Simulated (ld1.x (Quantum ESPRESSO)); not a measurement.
Transferability test, RRKJ potential for N (Z = 7)

ld1.x (Quantum ESPRESSO) 7.5 input, shortened:

```
&input
   title='N', zed=7., rel=0, dft='PBE', iswitch=3,
   config='[He] 2s2 2p2 3d-2'
 /
 &inputp
   pseudotype=2, tm=.false., rho0=0.01, lloc=2,
   nlcc=.true., rcore=0.80
 /
3
2S  1  0   2.00   0.00  0.90  0.90  0.0
2P  2  1   2.00   0.00  1.75  1.75  0.0
3D  3  2  -2.00   0.10  1.55  1.55  0.0
 &test
   configts(1)='2s2 2p2'
 /
```

Energies are relative to the spin-unpolarised reference configuration 2s2 2p2; without spin polarisation the order of configurations can differ from experiment.

| valence configuration | charge | ΔE all-electron (eV) | error AE − PS (meV) |
| --- | --- | --- | --- |
| 2s2 2p3 | 0 | -13.597 | +27 |
| 2s2 2p0 | +3 | 75.943 | +868 |
| 2s2 2p3.3 | -0.3 | -15.218 | +33 |
| 2s1 2p0 | +4 | 153.713 | +1605 |
| 2s2 2p2.5 | +0.5 | -8.501 | +11 |
| 2s1 2p4 | 0 | -2.120 | +93 |

Task: What are ΔE and the potential's error for 2s2 2p1?

Result: ΔE = 28.859 eV all-electron; the error (AE − PS) is +127 meV.
